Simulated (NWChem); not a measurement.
C$_{4}$H$_{2}$F$_{2}$; SMILES C(/F)=C(/C#C)F

Computed with NWChem. Pople sets run with spherical d functions. Each level has its own optimisation; frequencies are unscaled. Brackets give each atom's bonded neighbours.

| level | r C–C [C(CC)–C(CH)] (Å) | r C–H [C(CH)–H(C)] (Å) | r C–C [C(CC)–C(CCF)] (Å) | r C–F [C(CCF)–F(C)] (Å) | highest harmonic frequency (cm⁻¹) | lowest (cm⁻¹) | zero-point energy (kcal/mol) | dipole (D) |
|---|---|---|---|---|---|---|---|---|
| Hartree-Fock/STO-3G | 1.173 | 1.066 | 1.460 | 1.362 | 3940 | 147 | 33.8 | 0.19 |
| Hartree-Fock/6-31G* | ___ | ___ | ___ | ___ | ___ | ___ | ___ | ___ |
| B3LYP/6-31G* | 1.209 | 1.067 | 1.416 | 1.356 | 3495 | 136 | 28.9 | 0.38 |

Question: What belongs in the gaps?

Answer: 
- Hartree-Fock/6-31G*, r C–C [C(CC)–C(CH)] (Å): 1.186
- Hartree-Fock/6-31G*, r C–H [C(CH)–H(C)] (Å): 1.057
- Hartree-Fock/6-31G*, r C–C [C(CC)–C(CCF)] (Å): 1.429
- Hartree-Fock/6-31G*, r C–F [C(CCF)–F(C)] (Å): 1.332
- Hartree-Fock/6-31G*, highest harmonic frequency (cm⁻¹): 3663
- Hartree-Fock/6-31G*, lowest (cm⁻¹): 153
- Hartree-Fock/6-31G*, zero-point energy (kcal/mol): 31.7
- Hartree-Fock/6-31G*, dipole (D): 0.34
